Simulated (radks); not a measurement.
These are the eigenvalues of the occupied orbitals of an atom or ion with whole-number occupations (hartree). Method: non-relativistic Kohn-Sham, revPBE, spin-polarised, spherical densities, point nucleus; computed with a radial shooting solver on a logarithmic mesh with Libxc functionals.

orbital  eigenvalue
1s up     -31.34281
1s down   -31.31204
2s up      -2.07552
2s down    -2.00181
2p up      -1.21876
2p down    -1.14332

Which element is it, and in what charge state? The configuration may be excited. Open shells, if any, are filled with parallel spins first.

Answer. Z = 10, neon, charge +1: Ne+ in [He] 2s2 2p5. The list shows which subshells hold electrons but not how many an open one holds; the 1s level, -31.343 hartree, gives Z - s = 7.9 by -(Z - s)^2/2, which with screening narrows Z to a few neighbours, and the depths of the outer levels then fix element, charge and occupations together.
